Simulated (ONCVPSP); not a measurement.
**Ranking ONCV potentials for C**

All share these settings but for the change named:

* Element: C (Z = 6)
* Generator: ONCVPSP 4.0.1
* Type: optimised norm-conserving Vanderbilt (ONCV)
* Functional: PBE
* Relativity: scalar-relativistic
* Frozen core: [He]
* Valence charge: 4
* Reference configuration: 2s2 2p1 (charge +1)
* Partial waves: 2s: rc 0.85 bohr, ncon 4, nbas 7, qcut 8.6 1/bohr, local; 2p: rc 2.75 bohr, ncon 4, nbas 7, qcut 5.9 1/bohr, 1 projector; d scattering state at 0.08 Ha: rc 2.95 bohr, ncon 4, nbas 9, qcut 3.7 1/bohr, 2 projectors, debl 1 Ha
* Local potential: the s channel
* Core correction: Teter function, fcfact 4.25, rcfact 1.5

Test errors are all-electron minus pseudo excitation energies from the reference, over 2s2 2p2; 2s2 2p0; 2s1 2p0; 2s1 2p2. None of these files shows a bound ghost.

The base gives 870.8 meV.

Of 10 variants that were run, those that failed, showed a ghost or another fault, or gave nearly equal values are left out.

A variant can come out equal or close to the base, since the largest error may sit in a test that the change hardly touches while other tests move.

**Question.** Rank these variants by their largest absolute test error, smallest first.
A. all radii but the core radius scaled by about 1.25 (s 1.06, p 3.42, d 3.68 bohr)
B. all radii but the core radius scaled by about 1.04 (s 0.88, p 2.86, d 3.06 bohr)
C. all radii but the core radius scaled by about 1.13 (s 0.96, p 3.10, d 3.34 bohr)
D. all radii but the core radius scaled by about 1.34 (s 1.14, p 3.68, d 3.94 bohr)

**Answer.** B (944.2 meV), C (1118.4 meV), A (1442.2 meV), D (1665.3 meV).
